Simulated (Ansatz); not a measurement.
Abridged output of a molecular run in Ansatz:

```
Functional definition: HF
  name "HF"
  cite "Fock, Z. Phys. 61, 126 (1930) doi:10.1007/BF01340294"
  parent pbe
  exchange = exact_x
  correlation = 0
1122 factors; integrals over basis functions are off by at most 1.1e-3 eV
mean field evaluation 1: about -16917.4640 eV, gradient 2.8e1 eV
mean field evaluation 2: about -16917.5223 eV, gradient 2.8e1 eV
mean field evaluation 4: about -16920.7462 eV, gradient 3.7e0 eV
mean field evaluation 8: about -16920.8463 eV, gradient 1.5e-1 eV
mean field evaluation 16: about -16920.7799 eV, gradient 9.3e-1 eV
mean field -16920.84684255 eV, -621.8296521018 hartree, gradient 2.9e-6 eV, S^2 0.000000; 1 other end points of the search recorded, 0 dependent functions left out
13 core orbitals not correlated: weight in the atoms' cores, before any rotation towards them, 1.000 or more for the frozen orbitals, at most 0.000 for the correlated occupied ones
reference -16920.84684255 eV, -621.8296521018 hartree; 12, 12 occupied and 88, 88 virtual orbitals, 1122 factors
second order -13.07668096 eV of doubles, -0.00000000 eV of singles
cycle   1  -14.24433053 eV  change    -1.2e0 eV  update   1.1e-1
cycle   2  -14.74023942 eV  change   -5.0e-1 eV  update   3.5e-2
cycle   3  -14.83081370 eV  change   -9.1e-2 eV  update   2.0e-2
cycle   4  -14.82696556 eV  change    3.8e-3 eV  update   8.5e-3
cycle   5  -14.82379934 eV  change    3.2e-3 eV  update   4.0e-3
cycle   6  -14.82378633 eV  change    1.3e-5 eV  update   1.6e-3
cycle   7  -14.82398996 eV  change   -2.0e-4 eV  update   6.2e-4
cycle   8  -14.82416410 eV  change   -1.7e-4 eV  update   2.8e-4
cycle   9  -14.82418532 eV  change   -2.1e-5 eV  update   1.4e-4
cycle  10  -14.82414228 eV  change    4.3e-5 eV  update   6.6e-5
cycle  11  -14.82416000 eV  change   -1.8e-5 eV  update   2.8e-5
perturbative correction -0.59794713 eV, -0.0219741518 hartree
Total energy: -16936.26894969 eV, -622.3964040856 hartree
```

Its atoms:

Cartesian coordinates in Å:
```
C 0.357 -2.019 0.769
B -0.162 -0.778 0.011
B -1.054 0.154 -0.840
Al -1.251 2.165 -0.812
Si 0.743 1.167 0.074
H 1.425 -2.189 0.604
H -0.193 -2.930 0.522
H 0.245 -1.843 1.846
H -0.851 0.260 -2.040
H -2.036 3.430 -1.327
H 2.170 1.194 -0.350
H 0.606 1.390 1.542
```

(1) Which basis set was used?
A. def2-SVP
B. cc-pV(T+d)Z
C. def2-TZVPP
D. cc-pV(Q+d)Z

(2) Write the keys of the input that set method, charge and spin (a neutral closed shell needs none for the last two).

## Answers

(1) A. It gives 113 functions.

(2) 
```yaml
correlation: {method: ccsd_t}
```
